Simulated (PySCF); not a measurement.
H₄SeSiTe, SMILES [SiH3][Te][SeH].

Geometry: PBE-D3(BJ)/def2-SVP. The structure was generated by enumeration, and PubChem lists no compound with its InChIKey, so it may never have been made. The def2 effective core potentials stand for the cores of Te; spin–orbit coupling is left out. Other conformers were not sampled.

Two levels are set side by side: TDDFT-PBE/def2-SVPD (PySCF) and TDDFT-CAM-B3LYP/def2-SVPD (PySCF). Vertical, same geometry. The lowest singlet is HOMO→LUMO 100 % with PBE and HOMO→LUMO 98 % with the other functional; states are paired by order. Differences are taken from unrounded values.

| quantity | TDDFT-CAM-B3LYP | TDDFT-PBE | TDDFT-PBE minus TDDFT-CAM-B3LYP |
|---|---|---|---|
| lowest singlet excitation (eV) | 2.98 | 2.77 | -0.21 |
| lowest triplet excitation (TDA) (eV) | 2.44 | 2.27 | -0.18 |

Functionals without exact exchange tend to place singlet excitations lower, as here. Differences between two approximate levels are no errors against the true value.

Rough cost on one machine, each run with all the roots and properties that it gave: TDDFT-CAM-B3LYP against TDDFT-PBE about 5 times.
